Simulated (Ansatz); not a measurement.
The same path of a periodic cell of 17 atoms, AlSi16 (host Si, host structure diamond, interstitial Al) was run twice with different band settings. Lost on the way: Si4–Al17. Made: Si13–Al17.

Method: DFT PBE, scalar-relativistic, plane waves, PAW (Ansatz). Settings: PAW set soft_1, cutoff 420 eV, k mesh 2x2x2, gaussian smearing 0.05 eV, spin collinear.

Relaxed end points:

```xyz
17
Lattice="0.0000 5.4300 5.4300 5.4300 0.0000 5.4300 5.4300 5.4300 0.0000" Properties=species:S:1:pos:R:3
Si 0.042 -0.037 -0.056
Si 1.448 1.369 1.270
Si 2.758 2.676 -0.041
Si 4.066 3.987 1.270
Si 2.774 -0.037 2.676
Si 4.100 1.335 4.048
Si 5.472 2.661 2.676
Si 6.878 3.987 4.082
Si 0.043 2.694 2.675
Si 1.413 4.021 4.047
Si 2.740 5.392 2.675
Si 4.068 6.796 4.080
Si 2.756 2.678 5.391
Si 4.101 4.021 6.734
Si 5.473 5.392 5.407
Si 6.843 6.764 6.734
Al 5.473 5.391 2.674
```

```xyz
17
Lattice="0.0000 5.4300 5.4300 5.4300 0.0000 5.4300 5.4300 5.4300 0.0000" Properties=species:S:1:pos:R:3
Si -0.051 -0.049 -0.022
Si 1.320 1.323 1.306
Si 2.695 2.698 -0.015
Si 4.039 4.041 1.329
Si 2.726 -0.091 2.626
Si 4.046 1.315 4.033
Si 5.379 2.690 2.668
Si 6.750 4.019 4.040
Si -0.093 2.728 2.626
Si 1.313 4.048 4.033
Si 2.688 5.381 2.669
Si 4.016 6.753 4.040
Si 2.710 2.713 5.430
Si 4.019 4.022 6.739
Si 5.336 5.339 5.446
Si 6.743 6.745 6.766
Al 6.733 6.736 4.024
```

Common settings: spring 5.0 eV/Å²; force threshold 0.05 eV/Å; end points relaxed.

| run | movable images | climbing image | optimiser | start path | iteration limit |
| --- | --- | --- | --- | --- | --- |
| 1 | 5 | yes | fire | straight line | 44 |
| 2 | 4 | no | quadratic models (default) | default | 50 |

(1) What does each run give, and how far can it be trusted?

## Answers

(1) Run 1: converged after 26 iterations, highest image 0.787 eV above the first end. By the program's own check the climbing image is of a kind that is not told: the force calls were inconclusive, a negative curvature could not be distinguished from the path's own, the only one lies far off the path, or fixed occupations may fill a level only in part (lowest curvatures found: -3.64 and 0.62 eV/Å²).
Run 2: converged after 4 iterations, highest image 0.644 eV above the first end. No image climbed, so the highest image needn't sit at the top of the path.
Limits of this set-up: coarse k mesh.
